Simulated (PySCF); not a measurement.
CF₂I, SMILES [C](F)(I)F, multiplicity 2.

The structure is a stationary point at B3LYP-D3(BJ)/def2-SVP. The isomer is the one that the SMILES or the coordinates give; other isomers of the formula were not compared. The def2 effective core potentials stand for the cores of I; spin–orbit coupling is left out.

Two levels are set side by side: PBE/def2-TZVPD (PySCF) and PBE0/def2-TZVPD (PySCF). Same geometry, gas phase. Differences are taken from unrounded values.

```
quantity                      PBE
---------------------------  ----
α-spin orbital gap (eV)      3.12
β-spin orbital gap (eV)      3.01
dipole moment (D)            0.25
mean polarisability (bohr³)  55.3
```

Question: These are the PBE values. What does PBE0 give? (Estimate from the structure and the level; the computed values follow.)

Answer: 
```
quantity                     PBE0  PBE minus PBE0
---------------------------  ----  --------------
α-spin orbital gap (eV)      5.44           -2.31
β-spin orbital gap (eV)      5.29           -2.28
dipole moment (D)            0.40           -0.15
mean polarisability (bohr³)  52.3             3.0
```

Loosely held outer electrons make PBE densities more polarisable. Differences between two approximate levels are no errors against the true value.

Rough cost on one machine, each run with all the roots and properties that it gave: PBE0 against PBE within a factor of 2.
